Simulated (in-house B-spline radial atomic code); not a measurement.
PBE excitations of Ar6+

Method: PBE. Computed with an all-electron radial atomic-structure program (B-spline basis): linear response of the closed shell [Ne] 3s2 with the functional's adiabatic kernel; non-relativistic, point nucleus, no spin-orbit coupling, no double excitations, S, P, D and F terms only.

Command:
```bash
python run_td.py task.json out
```
Settings (radii: box in bohr, nucleus in fm):
```
Z                        18
electrons                12
configuration            [Ne] 3s2
hamiltonian              nr
method                   pbe,pbe
box_radius               14.35
intervals                51
```

Cost of the run: 0.3 s on 1 thread of Arm Neoverse N1, with other jobs on the host.

The lowest states, in the order of their Tamm-Dancoff energies; the method's threshold (minus the highest occupied level) is 115.64 eV. Labels give the largest channel, * marks a mixed state, and oscillator strengths are full-response dipole values. Semilocal kernels can invert the small singlet-triplet splittings of Rydberg terms. Energies in eV:

```csv
state,full response,Tamm-Dancoff,oscillator strength
3s → 3p 3P,13.156,13.517,-
3s → 3p 1P,20.849,21.598,1.15
3s → 3d 3D,37.04,37.20,-
3s → 3d 1D,?,?,-
3s → 4s 3S,62.76,62.77,-
3s → 4s 1S,64.25,64.29,-
3s → 4p 3P,?,?,-
3s → 4p 1P,69.14,69.17,0.202
3s → 4d 3D,76.79,76.80,-
3s → 4d 1D,77.06,77.06,-
3s → 4f 3F,79.30,79.33,-
3s → 4f 1F,79.79,79.80,-
3s → 5s 3S,86.37,86.37,-
3s → 5s 1S,86.79,86.80,-
3s → 5p 3P,88.92,88.93,-
3s → 5p 1P,89.07,89.07,0.0697
```

(1) Where does 3s → 4p 3P lie?

(2) Where does 3s → 3d 1D lie?

(3) How large is the singlet-triplet splitting of 3s → 3p (P terms) in Tamm-Dancoff?

(4) What polarisabilities and dispersion coefficient does the method give?

## Answers

(1) At 68.58 eV in full response, 68.59 eV in Tamm-Dancoff.

(2) At 40.49 eV in full response, 40.50 eV in Tamm-Dancoff.

(3) 8.08 eV, from the unrounded values.

(4) Dipole 2.047 bohr³, quadrupole 1.799 bohr⁵, C6 2.59 hartree·bohr⁶ for two such species.
